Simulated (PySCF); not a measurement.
B(Cl)(F)(SeH) (BClFHSe), SMILES [SeH]B(Cl)F. Coordinates come from a PBE0-D3(BJ)/def2-SVP optimisation. The values are those of a single conformer.

Computed equilibrium geometry at PBE0-D3(BJ)/def2-SVP (PySCF confirms it by a frequency run) as a Z-matrix, and its point group (one conformer of several):
point group Cs.
```
B
F 1 1.3179
Cl 1 1.7521 2 118.89
Se 1 1.9336 2 121.64 3 180.00
H 4 1.4712 1 93.79 2 0.00
```
